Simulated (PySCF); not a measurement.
Molfile (atoms numbered from 1):
```
H11NSSi4
     RDKit          3D

 17 16  0  0  0  0  0  0  0  0999 V2000
    3.4581   -0.2661   -1.1066 Si  0  0  0  0  0  4  0  0  0  0  0  0
    1.5080    0.5817   -1.3470 S   0  0  0  0  0  0  0  0  0  0  0  0
    0.4163   -0.4670    0.1643 Si  0  0  0  0  0  4  0  0  0  0  0  0
   -1.2117    0.1036    0.1769 N   0  0  0  0  0  0  0  0  0  0  0  0
   -2.4811   -1.0589    0.4654 Si  0  0  0  0  0  4  0  0  0  0  0  0
   -1.5188    1.8266    0.2911 Si  0  0  0  0  0  4  0  0  0  0  0  0
    3.3679   -1.7187   -1.2023 H   0  0  0  0  0  0  0  0  0  0  0  0
    4.2144    0.3204   -2.1984 H   0  0  0  0  0  0  0  0  0  0  0  0
    3.9798    0.1128    0.2023 H   0  0  0  0  0  0  0  0  0  0  0  0
    0.4328   -1.8831   -0.1796 H   0  0  0  0  0  0  0  0  0  0  0  0
    1.0822   -0.2329    1.4466 H   0  0  0  0  0  0  0  0  0  0  0  0
   -2.4548   -1.4575    1.8769 H   0  0  0  0  0  0  0  0  0  0  0  0
   -3.7445   -0.4168    0.1231 H   0  0  0  0  0  0  0  0  0  0  0  0
   -2.2259   -2.2214   -0.3826 H   0  0  0  0  0  0  0  0  0  0  0  0
   -1.3638    2.2332    1.6934 H   0  0  0  0  0  0  0  0  0  0  0  0
   -2.8949    2.0262   -0.1535 H   0  0  0  0  0  0  0  0  0  0  0  0
   -0.5710    2.5300   -0.5605 H   0  0  0  0  0  0  0  0  0  0  0  0
  1  2  1  0
  2  3  1  0
  3  4  1  0
  4  5  1  0
  4  6  1  0
  1  7  1  0
  1  8  1  0
  1  9  1  0
  3 10  1  0
  3 11  1  0
  5 12  1  0
  5 13  1  0
  5 14  1  0
  6 15  1  0
  6 16  1  0
  6 17  1  0
M  END
```

Geometry: GFN2-xTB; GIAO shifts from PySCF 2.14, gas phase, non-relativistic, averaged over equivalent atoms.

At PBE0/pcseg-1 (159 basis functions, 22 s wall time on 1 thread of an Arm Neoverse V2, shared host):
| atoms | δ (ppm) |
| --- | --- |
| Si3 | -19.1 |
| Si5/Si6 | -49.5 |
| Si1 | -68.5 |
| N4 | 6.2 |
| H10/H11 | 5.38 |
| H12/H13/H14/H15/H16/H17 | 4.95 |
| H7/H8/H9 | 4.52 |

Scale: TMS for ²⁹Si (340.53 ppm), ¹H (31.87 ppm); ¹⁵N (270.91 ppm) against NH3 (reference shieldings calculated alike).

Q: Predict the values at PBE0/pcSseg-1 on the same geometry.

A: 
| atoms | δ at PBE0/pcSseg-1 | change |
| --- | --- | --- |
| Si3 | -17.3 | +1.8 |
| Si5/Si6 | -46.3 | +3.2 |
| Si1 | -64.8 | +3.7 |
| N4 | 0.7 | -5.5 |
| H10/H11 | 5.38 | +0.00 |
| H12/H13/H14/H15/H16/H17 | 4.89 | -0.06 |
| H7/H8/H9 | 4.54 | +0.02 |

δ = σ(ref) − σ, references computed at the same level: ²⁹Si (349.16 ppm), ¹H (31.72 ppm) against TMS; ¹⁵N (267.73 ppm) against NH3.

The largest change is at N4 (nitrogen bonded to 3 Si). Cost: 192 basis functions, 33 s wall time on 1 thread of an Arm Neoverse V2, shared host.

Experimental scales use liquid or dissolved standards, which lie at an offset from isolated NH3 (liquid NH3: subtract about 20 ppm).
